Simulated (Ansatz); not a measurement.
# What each rung costs, and what it gives

The pair of K⁺ (SMILES [K+], atom 1) and BF3 (SMILES FB(F)F, atoms 2–5), both closed shells, in one local arrangement (a lower one may exist), relaxed at PBE0-D4/def2-TZVP:

| atom | x (Å) | y (Å) | z (Å) |
| --- | --- | --- | --- |
| K1 | -0.0117 | -0.6547 | -3.1256 |
| F2 | -0.0014 | -0.1132 | -0.5037 |
| B3 | 0.0031 | 0.1703 | 0.8126 |
| F4 | 0.1666 | -0.8090 | 1.6467 |
| F5 | -0.1567 | 1.4067 | 1.1699 |

Interaction energies are counterpoise-corrected; the time is that of the whole pair.

Computed with Ansatz 0.2.0 (basis: as named in each row); correlated methods freeze the cores. The outer core shell of Li, Na, Mg and K is correlated. The def2 sets are not built for correlating such inner shells, so the correlated values are less sure here. B3LYP uses VWN-RPA correlation. Extrapolation: Hartree–Fock as exp(−7.88 √X), correlation as X^−2.97.

Times are rough, for one single point on 4 threads of a shared host (Arm Neoverse V2).

The estimate by CCSD(T) at an estimated basis limit (MP2 extrapolated from triple and quadruple zeta, plus CCSD(T) − MP2 in triple zeta) is -0.324 eV.

```
   method        basis  time (s)  interaction energy (eV)  method less estimate
       HF       STO-3G   under 1                   -0.344                -0.020
   PBE-D4       STO-3G   under 1                   -0.517                -0.193
    SPW92     def2-SVP   under 1                   -0.374                -0.050
   PBE-D4     def2-SVP   under 1                   -0.346                -0.022
  PBE0-D4     def2-SVP   under 1                   -0.346                -0.022
 B3LYP-D4        6-31G   under 1                   -0.420                -0.096
   PBE-D4  def2-TZVPPD         2                   -0.329                -0.005
  PBE0-D4  def2-TZVPPD         2                   -0.329                -0.005
revPBE-D4  def2-TZVPPD         2                   -0.314                 0.010
r2SCAN-D4  def2-TZVPPD         2                   -0.320                 0.004
 B3LYP-D4  def2-TZVPPD         3                   -0.348                -0.023
  wB97M-V     def2-SVP         3                   -0.345                -0.021
  BLYP-D4  def2-TZVPPD         3                   -0.341                -0.017
  CCSD(T)     def2-SVP         3                   -0.315                 0.009
 HSE06-D4  def2-TZVPPD         4                   -0.329                -0.005
   B2PLYP  def2-TZVPPD         6                   -0.310                 0.014
   B97M-V  def2-TZVPPD         7                   -0.323                 0.001
  wB97X-V  def2-TZVPPD         8                   -0.321                 0.004
  wB97M-V  def2-TZVPPD        10                   -0.320                 0.004
      MP2  def2-QZVPPD        15                   -0.317                 0.007
  CCSD(T)  def2-TZVPPD        62                   -0.307                 0.018
```

The T1 diagnostic stays at or below 0.013.
